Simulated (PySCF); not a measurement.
**Computed properties of B(Cl)2(OSiH3) (BCl₂H₃OSi), SMILES [SiH3]OB(Cl)Cl**

B(Cl)2(OSiH3) (BCl2H3OSi), SMILES [SiH3]OB(Cl)Cl. Geometry optimised at B3LYP-D3(BJ)/def2-SVP. The structure was generated by enumeration, and PubChem lists no compound with its InChIKey, so it may never have been made. Other conformers were not sampled. All values are computed for the isolated molecule unless a solvent is named; none is compared with measurement here.

**Structure.** The optimised structure has Cs symmetry. All 18 harmonic modes at B3LYP-D3(BJ)/def2-SVP (PySCF) are real, so it is a minimum. With heavy atoms numbered as in [B:1]([Cl:2])([Cl:3])[O:4][SiH3:5], the shortest bond between them is B1–O4 at 1.334 Å and the longest B1–Cl3 at 1.780 Å.

**Vibrations.** The strongest infrared lines (harmonic, unscaled, degenerate partners summed) lie at 1411 cm⁻¹ (757 km/mol, B 58 %, O 40 %), 972 cm⁻¹ (527 km/mol, H 82 %, Si 9 %), 963 cm⁻¹ (310 km/mol, B 48 %, H 41 %). The softest mode is at 80 cm⁻¹ and the zero-point energy is 23.2 kcal/mol.

**Electronic structure.** HF/def2-TZVP (PySCF) places the frontier levels at -12.36 and 2.75 eV, a gap of 15.11 eV, and gives a dipole moment of 2.01 D and a mean polarisability of 59.4 bohr³. PBE/def2-TZVP (PySCF) at the same geometry gives -7.52 and -1.58 eV, so its gap is 9.17 eV narrower. An orbital gap is neither the optical nor the fundamental gap.

**Excitations.** TDA-CAM-B3LYP/def2-SVPD (PySCF) has S1 at 6.90 eV (180 nm, f = 0.000, dark); the most intense of the 10 singlets computed lies at 8.90 eV (f = 0.20). T1 (TDA) is at 6.74 eV, 0.16 eV under S1. TDA-PBE/def2-SVPD (PySCF) puts S1 at 5.99 eV. No vertical singlet excitation falls in the visible range (under 3.1 eV).

**NMR.** GIAO shifts at KT2/pcSseg-1 (PySCF) (non-relativistic, atoms alike by connectivity averaged): ¹H at 5.4 ppm against TMS; ²⁹Si at -26.9 ppm against TMS; ¹¹B at 19.2 ppm against BF3. Without spin–orbit terms, shifts of atoms bonded to Cl or Br come out too high.
